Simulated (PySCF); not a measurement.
An element was calculated at r2SCAN (PySCF 2.14, spin-free X2C, a triple-zeta basis, no spin-orbit coupling), in the ground configurations that NIST lists.

| Quantity | Value |
| --- | --- |
| first ionisation energy | 5.721 eV |
| second ionisation energy | 11.669 eV |
| third ionisation energy | 23.320 eV |

Problem. Which element is it?

Solution. Holmium (Ho, Z = 67), in x2c-TZVPPall. NIST lists 6.021, 11.781 ± 0.02, 22.79 ± 0.03 eV for these ionisation energies.
